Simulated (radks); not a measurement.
Charge is removed step by step from the 3d up level of Sc+, starting from [Ar] 3d(up 1, down 0) 4s1. Calculated with a radial shooting solver on a logarithmic mesh with Libxc functionals: non-relativistic Kohn-Sham, PBE, spin-polarised, spherical densities, point nucleus; open shells are filled with parallel spins first.

removed (e)  E - E(0) (eV)  eigenvalue (eV)  E minus straight line (eV)
0                    0.000          -10.563                       0.000
0.125                1.407          -11.961                      -0.667
0.25                 2.992          -13.413                      -1.156
0.375                4.763          -14.917                      -1.460
0.5                  6.724          -16.470                      -1.573
0.625                8.882          -18.069                      -1.489
0.75                11.243          -19.713                      -1.203
0.875               13.812          -21.399                      -0.708
1                   16.594          -23.126                       0.000

Removing the whole electron costs 16.594 eV by Delta-SCF, against 10.563 eV from minus the eigenvalue at the starting occupation. Slater's transition state (half an electron removed) gives 16.470 eV. Integrating minus the eigenvalue over the occupation (Janak's theorem) gives 16.594 eV. The mean slope of the eigenvalue, de/dn, is 12.6 eV per electron.
